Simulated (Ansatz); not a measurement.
H$_{6}$NOPSi (`OPN[SiH3]`), one more setting.

```yaml
crystal:
  periodic: [false, false, false]
  atoms:
    - {symbol: O, position_ang: [-1.516808, 0.920890, -1.570817]}
    - {symbol: P, position_ang: [-1.197094, 0.641225, 0.064705]}
    - {symbol: N, position_ang: [-0.011605, -0.658778, 0.052209]}
    - {symbol: Si, position_ang: [1.435655, -0.270662, 0.729921]}
    - {symbol: H, position_ang: [-1.267823, 1.807541, -1.844671]}
    - {symbol: H, position_ang: [-2.491799, -0.491109, -0.026859]}
    - {symbol: H, position_ang: [-0.345226, -1.409764, -0.387391]}
    - {symbol: H, position_ang: [1.757538, -1.441336, 1.628271]}
    - {symbol: H, position_ang: [1.325722, 0.887029, 1.481710]}
    - {symbol: H, position_ang: [2.555445, -0.299886, -0.223688]}
basis:
  gaussian: {orbitals: 6-31G}
magnetization: {spin_polarized: true, initial_magnetization: 2}
hamiltonian: {xc: {name: r2SCANh}, dispersion: d3bj}
```

```sh
$ ansatz run in.yaml --threads 2 --pin off --events-out ev --progress --plain --max-ram 4352MiB
```

It prints (some lines left out):

```
Warning: the engine holds no damping parameters fitted to this dispersion correction and functional, so the run takes those fitted to r2scanh beside the three-body term, which d3bj leaves out (hamiltonian.dispersion, under Limitations)
Functional definition: r2SCANh
679 factors; integrals over basis functions are off by at most 2.7e-4 eV
mean field evaluation 1: about -20777.8632 eV, gradient 4.9e1 eV
mean field evaluation 2: about -20744.6283 eV, gradient 8.9e1 eV
mean field evaluation 4: about -20786.7478 eV, gradient 1.4e1 eV
mean field evaluation 8: about -20787.7340 eV, gradient 6.3e-1 eV
mean field evaluation 16: about -20787.7408 eV, gradient 3.5e-3 eV
mean field -20787.74078614 eV, -763.9353834539 hartree, gradient 3.4e-5 eV, S^2 2.007956; 3 other end points of the search recorded, 0 dependent functions left out
reference -20787.74079617 eV, -763.9353838224 hartree; 26, 24 occupied and 30, 32 virtual orbitals, 679 factors
Total energy: -20787.80566514 eV, -763.9377677131 hartree
```

Hardware: 2 threads of an Arm Neoverse V1 on a shared host. Wall time 6.5 s, peak host memory 0.22 GiB.
